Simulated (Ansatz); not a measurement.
```xyz
12

C     0.9258   -1.3009    0.8182
Si   -0.7445   -1.0379    0.0239
Se   -0.6681    0.3747   -1.7549
C    -0.1534    1.9812   -0.7606
H     1.3342   -0.3592    1.1920
H     0.8398   -1.9893    1.6635
H     1.6322   -1.7191    0.0986
H    -1.6938   -0.4948    1.0356
H    -1.2830   -2.3105   -0.5233
H     0.8456    1.8710   -0.3440
H    -0.8772    2.1831    0.0269
H    -0.1575    2.8018   -1.4757
```

Charge 0, multiplicity 1.

Problem. List the r2SCAN/def2-TZVPP orbital energies in eV (the Gaussian-basis code of Ansatz). (Estimate.)

Solution. The calculation gave: Occupied: -12333.70, -1791.20, -1574.35, -1411.60, -1411.57, -1411.52, -273.84, -272.81, -210.47, -153.94, -153.82, -153.65, -141.62, -96.52, -96.46, -96.44, -54.30, -54.28, -54.15, -54.06, -54.03, -19.60, -18.35, -16.27, -12.82, -11.01, -10.86, -10.56, -10.33, -9.16, -8.42, -8.27, -7.33, -5.58. Lowest empty: -0.43, 0.18, 0.62, 1.45, 1.49, 1.97, 2.38, 2.75.
